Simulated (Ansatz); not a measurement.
CH4BGaO2, SMILES `[OH][Ga]1[BH]O[CH2]1`, 9 atoms. The species carries charge 0 and has multiplicity 1. Correlated methods include outer-core shells of Ga, which these sets cover unevenly. Scalar relativity is left out up to krypton. All runs use 4 threads of a server CPU on a shared host. Correlated methods freeze the cores.

(1) How many basis functions does each run have, and how long does it take in Ansatz? RKS ωB97M-V/def2-QZVPP energy; RKS PBE0-D4/def2-QZVPP energy; RKS BLYP-D4/def2-TZVPP energy; RKS PBE0-D4/def2-TZVP relaxation (20 steps); RKS r2SCAN0-D4/def2-TZVPP energy; RKS PBE0-D4/def2-TZVP frequencies; RKS PBE0-D4/def2-SVP energy; direct RPA on PBE orbitals/def2-TZVPP energy; RKS PBE-QIDH (frozen core)/def2-TZVPP energy; RHF-CCSD(T)/def2-SVP energy; RHF-CCSD(T)/def2-TZVPP energy; RHF-MP2/def2-QZVPP energy. (Best estimate.)

Answers

(1) The calculation gave: Other jobs shared the machine, so times are rough.

| level | job | functions | wall time | peak host memory (GiB) |
| --- | --- | --- | --- | --- |
| RKS PBE0-D4/def2-SVP | energy | 108 | 1.9 s | 0.26 |
| RKS BLYP-D4/def2-TZVPP | energy | 228 | 2.8 s | 0.31 |
| RKS r2SCAN0-D4/def2-TZVPP | energy | 228 | 5.5 s | 0.61 |
| RKS PBE-QIDH (frozen core)/def2-TZVPP | energy | 228 | 7 s | 0.61 |
| RHF-CCSD(T)/def2-SVP | energy | 108 | 8 s | 0.56 |
| direct RPA on PBE orbitals/def2-TZVPP | energy | 228 | 8 s | 0.59 |
| RKS PBE0-D4/def2-QZVPP | energy | 437 | 9.5 s | 1.6 |
| RKS ωB97M-V/def2-QZVPP | energy | 437 | 20 s | 1.9 |
| RHF-MP2/def2-QZVPP | energy | 437 | 28 s | 2.5 |
| RKS PBE0-D4/def2-TZVP | relaxation (20 steps) | 196 | 90 s | 0.58 |
| RHF-CCSD(T)/def2-TZVPP | energy | 228 | 110 s | 4.1 |
| RKS PBE0-D4/def2-TZVP | frequencies | 196 | 2.9 min | 0.57 |
